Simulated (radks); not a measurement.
The nuclear charge of neutral ytterbium is varied continuously with 70 electrons held in [Xe] 4f14 6s2. Calculated with a radial shooting solver on a logarithmic mesh with Libxc functionals: scalar-relativistic Kohn-Sham, PBEsol, spin-polarised, spherical densities, finite nucleus; Fermi nuclear charge, rms radius 5.3108 fm. By the Hellmann-Feynman theorem dE/dZ = E(electron-nucleus)/Z, the electronic potential at the nucleus (averaged over a nucleus of fixed radius). The scalar-relativistic energy here is not variational (the density holds large components alone), so the two differ by a part that grows with Z.

Z      E (hartree)  E(electron-nucleus)/Z (hartree)  HOMO  e(HOMO) (eV)  <r> HOMO (bohr)
70     -14053.7750                         -494.230    4f        -3.068           0.7914
70.25  -14178.5237                         -496.908    6s        -5.537            3.705
70.5   -14303.9529                         -499.583    6s        -7.271            3.533
70.75  -14430.0623                         -502.258    6s        -9.123            3.384
71     -14556.8520                         -504.932    6s       -11.086            3.255

 No converged solution with all levels bound was reached at Z = 69.75.
